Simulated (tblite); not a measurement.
C5H7O2Si (doublet state).
Cartesian coordinates in Å at the GFN2-xTB level; atoms count from 1:
```xyz
15
C5H7O2Si angstrom
C      3.056    1.158   -0.175
C      1.776    1.118   -0.001
C      0.491    0.732   -0.068
O     -0.544    1.323   -0.432
C      0.253   -0.720    0.467
O      0.823   -1.104    1.453
C     -0.819   -1.319   -0.295
Si    -2.320   -0.078   -0.158
H      3.576    0.576   -0.925
H      3.678    1.812    0.419
H     -0.577   -1.346   -1.353
H     -1.046   -2.316    0.068
H     -2.627    0.524   -1.445
H     -2.318    0.711    1.069
H     -3.406   -1.064    0.081
```

Computed with GFN2-xTB (tblite): harmonic, unscaled wavenumbers at the GFN2-xTB geometry, gas phase. Against measured fundamentals such values can be off by several per cent, at times by over 20. Modes of hydrogen on silicon can be 10 to 20 % off. One conformer, not necessarily the lowest. Open shells enter through the occupations alone, without spin polarisation, and single modes of such species can be off by tens of per cent.

Harmonic wavenumbers (cm⁻¹): 56.0, 80.6, 109.0, 145.6, 202.7, 272.7, 329.6, 360.4, 375.9, 497.9, 531.7, 557.2, 588.4, 601.6, 611.9, 674.3, 706.4, 737.5, 797.0, 850.6, 882.6, 910.1, 928.4, 1033.5, 1043.5, 1088.9, 1150.3, 1344.5, 1426.7, 1536.7, 1755.9, 1891.9, 2089.7, 2293.6, 2350.3, 3005.8, 3030.0, 3049.2, 3052.3.

A = 3367, B = 1192, C = 958.7 MHz; mass 127.022 u (most abundant isotopes); point group C1, symmetry number 1; spin multiplicity 2.

Question: Zero-point energy?

Answer: Half the sum of the wavenumbers: 21475 cm⁻¹ = 256.91 kJ/mol.

Question: What is S at 298.15 K and 1 bar for an ideal gas of classical rigid rotors and harmonic oscillators?

Answer: Translation 169.27, rotation 120.56, vibration 111.95, spin (R ln 2) 5.76: S = 407.5 J/(mol K).

Question: And Cp and H(298.15 K) − H(0)?

Answer: Cp = 156.27 J/(mol K), of which vibrations give 123.01 (their classical limit is 39 R = 324.3); H(298.15 K) − H(0) = 28.04 kJ/mol without the zero-point energy, 18.12 from vibrations.

Question: How do the functions run with temperature in this model?

Answer: 
```csv
T (K),S (J/(mol K)),Cp (J/(mol K)),H − H(0) (kJ/mol),G − H(0) (kJ/mol),ln q(vib)
50,246.8,52.7,2.03,-10.31,0.39
100,289.8,73.4,5.19,-23.79,1.43
373.15,445.5,181.9,40.75,-125.47,7.99
500,503.7,215.8,66.09,-185.75,11.06
750,600.3,260.2,126.04,-324.18,16.75
1000,679.3,288.0,194.82,-484.44,21.87
```

q(vib) and H(0) count from the zero-point level.

Question: Blend soft modes into free rotors: weight 1/[1 + (100 cm⁻¹/ν̃)⁴] for the oscillator and the rest for a rotor with moment μB/(μ + B), μ = h/(8π²ν), B = 10⁻⁴⁴ kg m². What vibrational entropy results?

Answer: 104.14 J/(mol K) in place of 111.95, which changes −T·S at 298.15 K by +2.33 kJ/mol.

Question: Which modes carry the vibrational entropy at 298.15 K?

Answer: 56.0 cm⁻¹: 19.22; 80.6 cm⁻¹: 16.22; 109.0 cm⁻¹: 13.75; 145.6 cm⁻¹: 11.42; 202.7 cm⁻¹: 8.82; 272.7 cm⁻¹: 6.61 J/(mol K); the other 33 give 35.91 together.

Hindered rotation and anharmonicity are outside this model. Other conformers, if any are populated, would add a mixing term that is left out. The structure is chiral; the term R ln 2 for an equal mix with its mirror image is left out.
